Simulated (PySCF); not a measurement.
H₃InOSe₂, SMILES [SeH][In]([OH])[SeH]. Coordinates come from a PBE-D3(BJ)/def2-SVP optimisation. The structure was generated by enumeration; whether it is a known compound was not checked. The def2 effective core potentials stand for the cores of In; spin–orbit coupling is left out. Other conformers were not sampled.

Give the equilibrium geometry at PBE-D3(BJ)/def2-SVP (PySCF confirms it by a frequency run) as Cartesian coordinates in Å, and its point group. (Estimate from the structure and the level; the computed values follow.)

Several could match; the one computed here: point group Cs.
```xyz
7

In     0.5093     0.0053     0.0000
O      2.5285     0.1226     0.0000
H      2.9193    -0.7728     0.0000
Se    -0.7201    -2.2249     0.0000
H      0.5734    -2.9580     0.0000
Se    -0.6533     2.2518     0.0000
H     -1.9766     1.5743     0.0000
```
